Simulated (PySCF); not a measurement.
BHFCl, SMILES FBCl.

Geometry: PBE0-D3(BJ)/def2-TZVP.

Calculation: TDDFT-LC-ωPBE/def2-SVPD run with PySCF.

Vertical excitations. Isolated molecule, no solvent. State labels are in the subgroup Cs.

```tsv
state	symmetry	energy (eV)	λ (nm)	f	main pairs
S1	A"	6.96	178	0.005	HOMO→LUMO 94 %
S2	A"	7.77	160	0.003	HOMO−2→LUMO 94 %
S3	A'	8.31	149	0.110	HOMO−1→LUMO 93 %
S4	A'	9.56	130	0.069	HOMO→LUMO+1 68 %, HOMO→LUMO+2 16 %
S5	A"	10.11	123	0.099	HOMO−1→LUMO+1 65 %, HOMO−1→LUMO+2 20 %
S6	A'	10.19	122	0.063	HOMO→LUMO+2 54 %, HOMO→LUMO+1 14 %, HOMO−2→LUMO+1 8 %
S7	A'	10.66	116	0.016	HOMO−2→LUMO+1 59 %, HOMO→LUMO+3 10 %
S8	A"	10.86	114	0.006	HOMO−1→LUMO+2 47 %, HOMO−1→LUMO+1 16 %, HOMO−1→LUMO+9 14 %, HOMO−1→LUMO+6 7 %
S9	A'	10.87	114	0.041	HOMO→LUMO+3 68 %
S10	A"	10.97	113	0.007	HOMO→LUMO+4 92 %
T1	A"	6.38	194	0	HOMO→LUMO 73 %, HOMO−2→LUMO 22 %
T2	A'	7.09	175	0	HOMO−1→LUMO 96 %
T3	A"	7.35	169	0	HOMO−2→LUMO 73 %, HOMO→LUMO 23 %
T4	A'	9.19	135	0	HOMO→LUMO+1 45 %, HOMO→LUMO+2 31 %
```
Triplets are in the Tamm–Dancoff approximation, which puts them higher than full response would, so one can lie above its singlet here.
